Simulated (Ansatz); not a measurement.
`COC(O)[SeH]` + BH₃ → `B[SeH]` + `COCO`  (formal exchange of groups at the Se–C bond)

Gas-phase electronic energies from Ansatz, PBE0-D4/def2-TZVP geometries. CCSD(T)/CBS adds triple-zeta CCSD(T) − MP2 to the extrapolated MP2 energy (def2 sets, frozen cores). This one scheme is used for every species. Functionals use def2-TZVPP. For Se outer-core shells are correlated without core-valence functions, which leaves a few kJ/mol of doubt a bond. Scalar relativity is left out up to krypton. One conformer a species, not always the lowest.

```json
{"level": "PBE-D4", "ΔE (kJ/mol)": "-155.3"}
{"level": "PBE0", "ΔE (kJ/mol)": "-158.9"}
{"level": "MP2/def2-TZVPP", "ΔE (kJ/mol)": "-149.8"}
{"level": "CCSD/def2-TZVPP", "ΔE (kJ/mol)": "-151.7"}
{"level": "HF/def2-QZVPP", "ΔE (kJ/mol)": "-148.5"}
{"level": "HF/CBS(def2)", "ΔE (kJ/mol)": "-148.4"}
{"level": "MP2/CBS(def2)", "ΔE (kJ/mol)": "-149.9"}
{"level": "CCSD/CBS(def2)", "ΔE (kJ/mol)": "-151.9"}
```

What does CCSD(T)/CBS give? (Estimate.)

Computed: -151.5 kJ/mol. The listed levels differ from it by -3.8, -7.4, 1.7, -0.2, 3.0, 3.1, 1.6, -0.4 kJ/mol.

Largest T1 diagnostic among the species: 0.013.

The D4 term adds +6.4 kJ/mol with B3LYP and +3.6 kJ/mol with PBE0; it sums over pairs of atoms, weighted by their polarisabilities, and B3LYP, whose exchange is more repulsive, gets the larger term.

B3LYP here is the variant with VWN-RPA as its local correlation; programs differ in this.
